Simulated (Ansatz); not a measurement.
CH4BrInS, SMILES `[CH3][In]([SH])[Br]`. The species carries charge 0 and has multiplicity 1. In takes the def2 core potential. The geometry is a stationary point of PBE0-D4/def2-TZVP. It is one conformer, not always the lowest.

```xyz
8

C    -0.634    0.775   -1.241
In    0.253   -0.351    0.336
S     0.291    0.126    2.663
Br    1.447   -2.469   -0.177
H    -0.102    1.720   -1.351
H    -1.678    0.980   -1.002
H    -0.569    0.205   -2.167
H     0.993   -0.986    2.939
```

Question: What is the dipole moment at B3LYP/def2-TZVPP? (An estimate is asked.)

Answer: Computed: 2.52 D, with components (-1.27, 1.89, -1.07) D in this frame, pointing from negative to positive charge.

Question: And with PBE, r2SCAN, ωB97M-V? (An estimate is asked.)

Answer: Ansatz gave: PBE 2.44 D, r2SCAN 2.53 D, ωB97M-V 2.52 D.

Question: Give the Mulliken charges with B3LYP, PBE, ωB97M-V in def2-TZVPP. (Estimate.)

Answer: Computed: 
```json
{"atom": "C1", "B3LYP": "-0.53", "PBE": "-0.51", "ωB97M-V": "-0.56"}
{"atom": "In2", "B3LYP": "0.77", "PBE": "0.72", "ωB97M-V": "0.69"}
{"atom": "S3", "B3LYP": "-0.36", "PBE": "-0.36", "ωB97M-V": "-0.34"}
{"atom": "Br4", "B3LYP": "-0.39", "PBE": "-0.37", "ωB97M-V": "-0.36"}
{"atom": "H5", "B3LYP": "0.12", "PBE": "0.12", "ωB97M-V": "0.14"}
{"atom": "H6", "B3LYP": "0.12", "PBE": "0.13", "ωB97M-V": "0.14"}
{"atom": "H7", "B3LYP": "0.14", "PBE": "0.14", "ωB97M-V": "0.15"}
{"atom": "H8", "B3LYP": "0.13", "PBE": "0.14", "ωB97M-V": "0.14"}
```

B3LYP here is the variant with VWN-RPA as its local correlation; programs differ in this.
